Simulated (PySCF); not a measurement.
# Strontium: highly charged ions in a basis for the neutral atom

Sr¹⁹⁺ [Ar] 3d1, Sr²⁰⁺ [Ar]. Calculation: PySCF 2.14, in x2c-SVPall (6s4p5d1f, 50 functions); the spin-free X2C one-electron Hamiltonian (Gaussian nucleus). No spin-orbit coupling, so a gap to NIST mixes the basis error with missing relativistic terms.

Changed run: basis of the neutral atom used for a highly charged ion. This setting is unsound on purpose.

| species | method | sound run (hartree) | changed run (hartree) | converged |
| --- | --- | --- | --- | --- |
| Sr¹⁹⁺ | UHF | not run | -2974.05525 | yes |
| Sr¹⁹⁺ | M06-L | not run | -2975.01449 | yes |
| Sr¹⁹⁺ | BP86 | not run | -2975.38308 | yes |
| Sr²⁰⁺ | UHF | not run | -2945.06737 | yes |
| Sr²⁰⁺ | M06-L | not run | -2945.97254 | yes |
| Sr²⁰⁺ | BP86 | not run | -2946.30405 | yes |

Ionisation energy of Sr¹⁹⁺:

```
method  changed run (eV)  NIST (eV)
   UHF            788.80    774 ± 4
 M06-L            790.27    774 ± 4
  BP86            791.28    774 ± 4
```

The contracted functions were made for the neutral atom and can be too rigid for a highly charged ion.
